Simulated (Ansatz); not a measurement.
`O[Si]([SiH3])(Cl)Br` + H₂O → `O[Si](O)([SiH3])Br` + HCl at 400 K and 1 bar (formal hydrolysis of the Si–Cl bond).

Program: Ansatz. Geometries: PBE0-D4/def2-TZVP. ΔE: electronic, gas phase. CCSD(T)/CBS is the MP2 limit (def2-TZVPP, def2-QZVPP) plus CCSD(T) − MP2 in def2-TZVPP, frozen cores. This one scheme is used for every species. For Br outer-core shells are correlated without core-valence functions, which leaves a few kJ/mol of doubt a bond. Scalar relativity is left out up to krypton. Each species was taken in one conformer, which may not be the lowest.

```tsv
species	CCSD(T)/CBS energy (Eh)	H − E (kJ/mol)	S (J/(mol·K))
`O[Si]([SiH3])(Cl)Br`	-3688.98681	150.8	434.4
H₂O	-76.37941	69.8	198.6
`O[Si](O)([SiH3])Br`	-3304.98629	184.9	433.5
HCl	-460.38127	29.6	195.4
```

H − E and S are ideal-gas, rigid-rotor, harmonic terms from PBE0-D4/def2-TZVP, for one conformer and one mirror image of each species. 1 Eh = 2625.50 kJ/mol, R = 8.31446 J/(mol·K).

**Question.** By hand: ΔE, ΔH, ΔS and ΔG.

**Answer.** ΔE = (-3304.98629) + (-460.38127) − (-3688.98681) − (-76.37941) = -0.00134 Eh = -3.5 kJ/mol. Δ(H − E) = 184.9 + 29.6 − 150.8 − 69.8 = -6.1, so ΔH = -9.6 kJ/mol. ΔS = 433.5 + 195.4 − 434.4 − 198.6 = -4.1 J/(mol·K). ΔG = -9.6 − 400 × (-4.1)/1000 = -8.0 kJ/mol.

**Question.** By hand: the equilibrium constant, and the temperature at which ΔG would vanish if ΔH and ΔS stayed fixed.

**Answer.** log₁₀ K = −ΔG/(RT ln 10) = 1.0. ΔG = 0 at ΔH/ΔS = 2341 K, though so small a ΔH makes that figure unsure.

The number of gas molecules stays the same, so ΔS is small and ΔH decides. A doubt of 5 kJ/mol in ΔE shifts log₁₀ K by 0.7 here. Other conformers and mirror images would add mixing entropy, several J/(mol·K) or more a flexible species. These are equilibria of isolated gas molecules and say nothing of rates. Largest T1 diagnostic: 0.011 (customary marks: 0.02 for closed shells, 0.045 for open ones).
